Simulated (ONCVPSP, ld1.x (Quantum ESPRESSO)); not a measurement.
## Pseudopotentials across the periodic table

Generated with ld1.x 7.5 (TM, RRKJ, ultrasoft, PAW), atompaw 4.2 or ONCVPSP 4.0.1. The cutoff is in Ry: for ld1.x and atompaw files where the sum of valence levels is converged to 10 mRy in a Bessel basis, for ONCV files where the hardest occupied wave has 1 mHa per electron of residual kinetic energy. The error is the largest all-electron minus pseudo excitation energy over each file’s own four to seven test configurations (ionisations up to +4, promotions, holes and added fractions of an electron), all of which were solved. The labels leave out finer settings (local radius, basis sizes, second energies), which also bear on the numbers. Spin-polarised tests are not counted. The rows are a selection from randomly drawn settings: files with unsolved tests, undetermined cutoffs or missed reference levels are left out.

A true bound ghost makes a file unfit for plane-wave use even where its test errors are small: the radial tests pick states by their node count and pass the ghost by.

| element | potential | cutoff (Ry) | largest error (meV) | bound ghosts |
| --- | --- | --- | --- | --- |
| Al | ONCV, PBE, scalar-relativistic, rc 2.00/2.55 (sp), local smoothed, core correction no, reference 3s2 3p1, qcut 2.7/3.1, projectors 2/2 | 18 | +36 | none |
| Zr | TM, PBEsol, fully relativistic, rc 2.40/1.45/2.90 (spd), local s, core correction yes, reference 4p6 4d2 5s2 5p0 | 50 | -585 | none |
| Mo | ONCV, LDA (Perdew-Wang 92), scalar-relativistic, rc 1.25/1.90/2.55 (spd), local smoothed, core correction no, reference 4s2 4p6 4d4, qcut 6.7/7.4/5.6, projectors 2/1/3 | 70 | +49 | none |
| Os | ONCV, LDA (Perdew-Zunger), scalar-relativistic, rc 2.50/1.60/1.45/2.40 (spdf), local smoothed, core correction yes, reference 5p6 5d6 6s1.5, qcut 2.7/9.4/6.8/4.8, projectors 2/3/1/3 | 56 | -26 | s, f |

Fill in the row for F: ultrasoft, PBE, scalar-relativistic, rc 0.55/1.10 (sp), local smoothed, core correction yes, reference 2s2 2p4.

cutoff 120 Ry, largest error +488 meV, bound ghosts: none.

Fill in the row for Se: RRKJ, LDA (PZ), scalar-relativistic, rc 1.60/1.95/1.80 (spd), local smoothed, core correction yes, reference 4s2 4p4.

cutoff 40 Ry, largest error -65 meV, bound ghosts: none.

Fill in the row for Ca: ONCV, PBEsol, scalar-relativistic, rc 1.65/2.00/1.65 (spd), local d, core correction yes, reference 3s2 3p6 4s1, qcut 8.9/8.4/5.9, projectors 3/2/0.

cutoff 46 Ry, largest error -87 meV, bound ghosts: none.
